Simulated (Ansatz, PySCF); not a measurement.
Reaction (SMILES): CN(C)[SiH3] → C[N][SiH3] + [CH3] (CH3) (the C-N bond at the site shown breaks; other sites are not compared here)
Structures are relaxed separately at B3LYP-D3(BJ)/def2-TZVP in Ansatz (a quantum-chemistry and plane-wave program).
Geometry of the first species:
```
N
C 1 1.4510
H 2 1.0908 1 110.45
H 2 1.0958 3 107.77 1 -120.60
H 2 1.0997 3 107.98 4 -115.87
C 1 1.4510 2 113.53 3 -176.47
H 6 1.0908 1 110.45 2 176.47
H 6 1.0958 7 107.77 1 120.60
H 6 1.0997 7 107.98 8 115.87
Si 1 1.7214 2 121.04 3 26.82
H 10 1.4817 1 108.01 2 -162.72
H 10 1.4817 11 111.23 7 -142.03
H 10 1.4925 11 107.23 12 -116.95
```

Property: bond dissociation energy (enthalpy at 298 K, with B3LYP-D3(BJ) rigid-rotor harmonic-oscillator terms from PySCF), in kJ/mol. Valence correlation only, unless marked. Open shells are spin-unrestricted. No spin-orbit coupling. Non-relativistic. CBS marks a two-point X^-3 extrapolation of the correlation energy; Hartree-Fock from the larger set. [CCSD(T)-MP2]/basis is that difference in the basis named.

Level to compare with: RI-MP2/CBS(cc-pV(T+d)Z,cc-pV(Q+d)Z)+[CCSD(T)-MP2]/cc-pV(T+d)Z (Ansatz), 361.1 kJ/mol. It is a level with limits of its own, and the differences hold the functionals' basis error too.

Problem. Rank these functionals by how close they come to RI-MP2/CBS(cc-pV(T+d)Z,cc-pV(Q+d)Z)+[CCSD(T)-MP2]/cc-pV(T+d)Z, closest first: r2SCAN/def2-TZVPD (Ansatz); SVWN5/def2-TZVPD (Ansatz); PBE0/def2-TZVPD (Ansatz).

Solution. PBE0/def2-TZVPD (global hybrid, 337.2 kJ/mol, difference -23.9), r2SCAN/def2-TZVPD (meta-GGA, 314.5 kJ/mol, difference -46.6), SVWN5/def2-TZVPD (LDA, 426.3 kJ/mol, difference 65.2)
